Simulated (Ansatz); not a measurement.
Ideal-gas functions of C2H2ClFGe, SMILES `F[C]1=[C](Cl)[GeH2]1` at 800 K and 1 bar, from an Ansatz frequency run at PBE0-D4/def2-TZVP.

Molar mass 153.1 g/mol, point group Cs (symmetry number 1), electronic degeneracy 1, moments of inertia 146.239, 313.819, 453.387 u Å². Harmonic wavenumbers (cm⁻¹, unscaled): 166, 199, 250, 449, 460, 564, 577, 579, 743, 842, 894, 1163, 1761, 2158, 2161.

Use S(trans) = R[1.5 ln M + 2.5 ln T − 1.1517]; rotational temperatures θ = 24.2544 K / I; S(rot) = R[ln(√π/σ · √(T³/θAθBθC)) + 1.5]; for each mode x = 1.438777 ν̃/T, S = R[x/(eˣ − 1) − ln(1 − e⁻ˣ)] and H = RT x/(eˣ − 1); 1 cm⁻¹ = 0.0119627 kJ/mol; R = 8.31446 J/(mol·K).

By hand: the entropy, in J/(mol·K).

Translation 192.1. Rotation: θ = 0.1659, 0.0773, 0.0535 K, giving 130.9. Vibration, mode by mode: 18.40, 16.90, 15.03, 10.31, 10.12, 8.54, 8.37, 8.34, 6.50, 5.62, 5.21, 3.55, 1.52, 0.85, 0.85, in all 120.1. Electronic 0.0. Sum 443.1 J/(mol·K).

By hand: H − E and G − E in kJ/mol, counted from the electronic energy.

Zero-point energy ½ × 12966 × 0.0119627 = 77.6; thermal vibration 49.2; translation, rotation and pV give 4 RT = 26.6. H − E = 153.4 kJ/mol, and G − E = 153.4 − 800 × 443.1/1000 = -201.1 kJ/mol.

Vibration gives 27 % of the entropy.
